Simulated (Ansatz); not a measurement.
**Question.** Name a neutral molecule of B, I, O, Zn and H with HOMO–LUMO gap (PBE0/def2-TZVPP) between 3.45 and 3.75 eV and LUMO energy (ωB97M-V/def2-TZVPP) between -0.65 and -0.35 eV (Ansatz, PBE0-D4/def2-TZVP geometry).

**Answer.** `I[B]1O[BH][Zn]1` (3.65 eV, -0.62 eV). Other molecules can fit too; these were computed, each in one conformer that needn't be the lowest.
